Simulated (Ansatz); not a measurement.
Ansatz (a first-principles code) input file for Si(F)2(Br)(OH) (BrF₂HOSi), SMILES O[Si](F)(F)Br, B3LYP-D3(BJ)/def2-SVP. 

Ansatz 0.2 input:
```yaml
crystal:
  periodic: [false, false, false]
  atoms:
    - {symbol: O, position_ang: [1.53272194, 1.25700761, 0.00000000]}
    - {symbol: Si, position_ang: [0.01215584, 0.78753499, 0.00000000]}
    - {symbol: F, position_ang: [-0.79638154, 1.35348032, 1.24193370]}
    - {symbol: F, position_ang: [-0.79638154, 1.35348032, -1.24193371]}
    - {symbol: Br, position_ang: [0.00211443, -1.36019829, -0.00000000]}
    - {symbol: H, position_ang: [1.82890533, 2.16274375, 0.00000000]}
basis:
  gaussian:
    orbitals: def2-SVP
hamiltonian:
  xc: b3lyp
  dispersion: d3bj
relax: {f_tol: 0.002, max_steps: 200}
```

Program output:

```
WARN ansatz: RAYON_NUM_THREADS=1 ignored (pool sized by the plan → 1); use --threads N
Functional definition: B3LYP
integrals: 0.04 GiB planned
962 factors; integrals over basis functions are off by at most 3.3e-4 eV
mean field: 0.46 GiB planned
mean field evaluation 1: about -85404.7844 eV, gradient 6.3e1 eV
mean field evaluation 2: about -85396.3416 eV, gradient 9.5e1 eV
mean field evaluation 4: about -85410.9767 eV, gradient 3.4e0 eV
mean field evaluation 8: about -85410.9986 eV, gradient 1.6e-1 eV
mean field evaluation 16: about -85410.9986 eV, gradient 2.8e-5 eV
mean field -85410.99864037 eV, -3138.7963063795 hartree, gradient 2.8e-5 eV, S^2 0.000000; 0 other end points of the search recorded, 0 dependent functions left out
the calculation of the forces begins
reference -85410.99884577 eV, -3138.7963139277 hartree; 38, 38 occupied and 59, 59 virtual orbitals, 962 factors
relax step   1: F+E_penalty+E_count = -85411.23815177 eV  Δ(F+E_penalty+E_count) = +0.000e0 eV  max|allowed force component| = 1.196e0 eV/Å  Δτ_max = 0.0000 Å  (27 SCF iters, accepted)
these checks for a lower state are left out or cut short: starts, cluster_reference, orbital_swaps, neighbouring_geometries, increment
integrals: 0.04 GiB planned
962 factors; integrals over basis functions are off by at most 3.3e-4 eV
mean field: 0.46 GiB planned
mean field -85411.05382448 eV, -3138.7983343581 hartree, gradient 5.1e-5 eV, S^2 0.000000; 0 other end points of the search recorded, 0 dependent functions left out
the calculation of the forces begins
reference -85411.05403046 eV, -3138.7983419276 hartree; 38, 38 occupied and 59, 59 virtual orbitals, 962 factors
relax step   2: F+E_penalty+E_count = -85411.29100857 eV  Δ(F+E_penalty+E_count) = -5.286e-2 eV  max|allowed force component| = 7.196e-1 eV/Å  Δτ_max = 0.0471 Å  (26 SCF iters, accepted)
these checks for a lower state are left out or cut short: starts, cluster_reference, orbital_swaps, neighbouring_geometries, increment
integrals: 0.04 GiB planned
962 factors; integrals over basis functions are off by at most 3.3e-4 eV
mean field: 0.46 GiB planned
mean field -85411.07012548 eV, -3138.7989334087 hartree, gradient 5.2e-5 eV, S^2 0.000000; 0 other end points of the search recorded, 0 dependent functions left out
the calculation of the forces begins
reference -85411.07033127 eV, -3138.7989409714 hartree; 38, 38 occupied and 59, 59 virtual orbitals, 962 factors
relax step   3: F+E_penalty+E_count = -85411.30666888 eV  Δ(F+E_penalty+E_count) = -1.566e-2 eV  max|allowed force component| = 2.463e-1 eV/Å  Δτ_max = 0.0172 Å  (26 SCF iters, accepted)
these checks for a lower state are left out or cut short: starts, cluster_reference, orbital_swaps, neighbouring_geometries, increment
integrals: 0.04 GiB planned
962 factors; integrals over basis functions are off by at most 3.3e-4 eV
mean field: 0.46 GiB planned
mean field evaluation 32: about -85411.0748 eV, gradient 2.1e-5 eV
mean field -85411.07478563 eV, -3138.7991046659 hartree, gradient 5.2e-5 eV, S^2 0.000000; 0 other end points of the search recorded, 0 dependent functions left out
the calculation of the forces begins
reference -85411.07499111 eV, -3138.7991122175 hartree; 38, 38 occupied and 59, 59 virtual orbitals, 962 factors
relax step   4: F+E_penalty+E_count = -85411.31131869 eV  Δ(F+E_penalty+E_count) = -4.650e-3 eV  max|allowed force component| = 1.892e-1 eV/Å  Δτ_max = 0.0278 Å  (26 SCF iters, accepted)
these checks for a lower state are left out or cut short: starts, cluster_reference, orbital_swaps, neighbouring_geometries, increment
integrals: 0.04 GiB planned
962 factors; integrals over basis functions are off by at most 3.3e-4 eV
mean field: 0.46 GiB planned
mean field -85411.07628546 eV, -3138.7991597839 hartree, gradient 5.1e-5 eV, S^2 0.000000; 0 other end points of the search recorded, 0 dependent functions left out
the calculation of the forces begins
reference -85411.07649078 eV, -3138.7991673291 hartree; 38, 38 occupied and 59, 59 virtual orbitals, 962 factors
relax step   5: F+E_penalty+E_count = -85411.31320179 eV  Δ(F+E_penalty+E_count) = -1.883e-3 eV  max|allowed force component| = 3.222e-1 eV/Å  Δτ_max = 0.0208 Å  (26 SCF iters, accepted)
these checks for a lower state are left out or cut short: starts, cluster_reference, orbital_swaps, neighbouring_geometries, increment
integrals: 0.04 GiB planned
962 factors; integrals over basis functions are off by at most 3.3e-4 eV
mean field: 0.46 GiB planned
mean field -85411.07806306 eV, -3138.7992251093 hartree, gradient 5.1e-5 eV, S^2 0.000000; 0 other end points of the search recorded, 0 dependent functions left out
the calculation of the forces begins
reference -85411.07826826 eV, -3138.7992326506 hartree; 38, 38 occupied and 59, 59 virtual orbitals, 962 factors
relax step   6: F+E_penalty+E_count = -85411.31499301 eV  Δ(F+E_penalty+E_count) = -1.791e-3 eV  max|allowed force component| = 5.758e-2 eV/Å  Δτ_max = 0.0147 Å  (26 SCF iters, accepted)
these checks for a lower state are left out or cut short: starts, cluster_reference, orbital_swaps, neighbouring_geometries, increment
integrals: 0.04 GiB planned
962 factors; integrals over basis functions are off by at most 3.3e-4 eV
mean field: 0.46 GiB planned
mean field -85411.07806845 eV, -3138.7992253075 hartree, gradient 1.6e-5 eV, S^2 0.000000; 0 other end points of the search recorded, 0 dependent functions left out
the calculation of the forces begins
reference -85411.07827358 eV, -3138.7992328458 hartree; 38, 38 occupied and 59, 59 virtual orbitals, 962 factors
relax step   7: F+E_penalty+E_count = -85411.31507419 eV  Δ(F+E_penalty+E_count) = -8.118e-5 eV  max|allowed force component| = 1.227e-2 eV/Å  Δτ_max = 0.0035 Å  (23 SCF iters, accepted)
these checks for a lower state are left out or cut short: starts, cluster_reference, orbital_swaps, neighbouring_geometries, increment
integrals: 0.04 GiB planned
962 factors; integrals over basis functions are off by at most 3.3e-4 eV
mean field: 0.46 GiB planned
mean field -85411.07807239 eV, -3138.7992254521 hartree, gradient 2.0e-5 eV, S^2 0.000000; 0 other end points of the search recorded, 0 dependent functions left out
the calculation of the forces begins
reference -85411.07827752 eV, -3138.7992329907 hartree; 38, 38 occupied and 59, 59 virtual orbitals, 962 factors
relax step   8: F+E_penalty+E_count = -85411.31507812 eV  Δ(F+E_penalty+E_count) = -3.930e-6 eV  max|allowed force component| = 1.879e-3 eV/Å  Δτ_max = 0.0006 Å  (20 SCF iters, accepted)
integrals: 0.04 GiB planned
962 factors; integrals over basis functions are off by at most 3.3e-4 eV
mean field: 0.46 GiB planned
mean field evaluation 64: about -85411.0506 eV, gradient 3.8e0 eV
mean field -85411.07807239 eV, -3138.7992254521 hartree, gradient 2.0e-5 eV, S^2 0.000000; 1 other end points of the search recorded, 0 dependent functions left out
the calculation of the forces begins
reference -85411.07827752 eV, -3138.7992329907 hartree; 38, 38 occupied and 59, 59 virtual orbitals, 962 factors
Total energy: -85411.31528326 eV, -3138.8079427909 hartree
Atom 0 at     1.576755     1.259820    -0.000000 Å, force    -0.000036    -0.000614     0.000000 eV/Å
Atom 1 at     0.018515     0.780193     0.000000 Å, force     0.000889     0.001190     0.000000 eV/Å
Atom 2 at    -0.767410     1.355818     1.279584 Å, force    -0.000405     0.000404     0.000020 eV/Å
Atom 3 at    -0.767410     1.355818    -1.279584 Å, force    -0.000405     0.000404    -0.000020 eV/Å
Atom 4 at    -0.047414    -1.403703     0.000000 Å, force     0.000015    -0.001879    -0.000000 eV/Å
Atom 5 at     1.770097     2.206103    -0.000000 Å, force    -0.000059     0.000495     0.000000 eV/Å
Dipole moment:     0.242489     0.248336     0.000000 e Å
```

The calculation finished and met its thresholds.
